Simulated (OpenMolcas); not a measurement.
Tm2+ with 8 ligands (oxide) in cubic eightfold coordination (Oh) at 2.54 Å. A charge of +1.75 e stands 2.6 Å behind each ligand. Ligand basis ANO-RCC-VDZP.

```json
{
  "Program": "OpenMolcas 26.06",
  "Method": "SS-CASPT2, IPEA 0.25 Eh, imaginary shift 0.1 Eh (closed shells correlated: 5s 5p and the ligand valence shells)",
  "Basis": "ANO-RCC-VDZP [7s6p4d2f1g]",
  "Scalar Hamiltonian": "DKH2, point nucleus",
  "Active space": "13 electrons in 7 orbitals (4f)",
  "State averaging": "2S+1 = 2 odd, 7 roots",
  "Spin-orbit coupling": "state interaction with AMFI integrals over the reference wave functions"
}
```

(1) What is the spin-free ground state (labels of O, the rotations of Oh)?

(2) Where is the first state of the same spin?

(3) What are the lowest two levels with spin-orbit coupling?

(4) What is χT at 300 K, and how does it compare with the textbook value?

Results:

(1) 2A2, 1-fold in its orbital part; it has the highest spin that f13 allows.

(2) 2T2 at 350 cm-1 above the ground state.

(3) A 2-fold level Γ7 with g = 3.45, 3.45, 3.45, then a 4-fold level Γ8 260 cm-1 above it. Their leading multiplicities are 2 (100 %) and 2 (100 %).

(4) Hund's rules give f13 the level 2F7/2 with g = 1.143, so an isolated free-ion multiplet has χT = g² J(J+1) / 8 = 2.571 cm3 K/mol. The computed 2.446 at 300 K differs by -5 %, through the field's splitting, the mixing of terms and any other multiplet in reach.

Roots that are degenerate in the reference are averaged as groups; the widest CASPT2 spread within a group is 26 cm-1 (the 3-fold group of multiplicity 2 near 350 cm-1 above the lowest state of its run). Shifts and gaps below about the spread of the groups concerned are not significant. Over all roots computed the reference weight is 0.55; a low but even weight reflects the number of correlated electrons. The oxide ions are held by bare point charges, a crude embedding. Splittings of an f shell from a small cluster at a set distance can be off by tens of per cent, mostly too small. No measured value stands beside these numbers; the geometry is a model, was not optimised and need not be the one that this ion takes.
